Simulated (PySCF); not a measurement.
W(S)2(F)(OH) (FHOS2W), SMILES [OH][W]([F])(=[S])=[S], multiplicity 1.

Geometry: B3LYP-D3(BJ)/def2-SVP. A frequency run showed that this geometry is not a minimum. The multiplicity is an assumed one; other spin states were not compared. The def2 effective core potentials stand for the cores of W; spin–orbit coupling is left out. One conformer was computed; it need not be the lowest.

Method: HF/def2-TZVP (PySCF).

Gas-phase values at a fixed geometry.

```json
{
 "total_energy": "-1036.59301 hartree",
 "point_group": "Cs",
 "highest_occupied_level": "-9.78 eV",
 "lowest_empty_level": "0.26 eV",
 "orbital_gap": "10.04 eV",
 "dipole_moment": "2.98 D",
 "quadrupole, principal values (traceless, Buckingham form, about the centre of nuclear charge)": "-5.30, -4.02, 9.32 D·Å",
 "mean_static_polarisability": "78.6 bohr³ (11.65 Å³)",
 "polarisability_principal_values": "58.4, 70.4, 107.1 bohr³"
}
```
